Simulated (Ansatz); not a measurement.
Ideal-gas functions of `[NH]=[W](=[NH])([OH])[Cl]` at 298.15 K and 1 bar, from an Ansatz frequency run at PBE0-D4/def2-TZVP.

Molar mass 266.33 g/mol, point group C1 (symmetry number 1), electronic degeneracy 1, moments of inertia 142.348, 263.775, 273.354 u Å². Harmonic wavenumbers (cm⁻¹, unscaled): 149, 184, 233, 252, 283, 340, 400, 420, 580, 636, 685, 704, 739, 996, 1043, 3652, 3666, 3899.

Use S(trans) = R[1.5 ln M + 2.5 ln T − 1.1517]; rotational temperatures θ = 24.2544 K / I; S(rot) = R[ln(√π/σ · √(T³/θAθBθC)) + 1.5]; for each mode x = 1.438777 ν̃/T, S = R[x/(eˣ − 1) − ln(1 − e⁻ˣ)] and H = RT x/(eˣ − 1); 1 cm⁻¹ = 0.0119627 kJ/mol; R = 8.31446 J/(mol·K).

Problem. By hand: the entropy, in J/(mol·K).

Solution. Translation 178.5. Rotation: θ = 0.1704, 0.092, 0.0887 K, giving 115.6. Vibration, mode by mode: 11.23, 9.57, 7.76, 7.18, 6.34, 5.07, 4.03, 3.73, 2.03, 1.64, 1.36, 1.26, 1.10, 0.40, 0.33, 0.00, 0.00, 0.00, in all 63.0. Electronic 0.0. Sum 357.1 J/(mol·K).

Problem. By hand: H − E and G − E in kJ/mol, counted from the electronic energy.

Solution. Zero-point energy ½ × 18861 × 0.0119627 = 112.8; thermal vibration 11.4; translation, rotation and pV give 4 RT = 9.9. H − E = 134.1 kJ/mol, and G − E = 134.1 − 298.15 × 357.1/1000 = 27.6 kJ/mol.

Vibration gives 18 % of the entropy, 11.2 J/(mol·K) of it from the mode under 150 cm⁻¹: soft modes count most, and the harmonic formula is weakest for them. The sum counts one conformer and one mirror image; others add a mixing term.
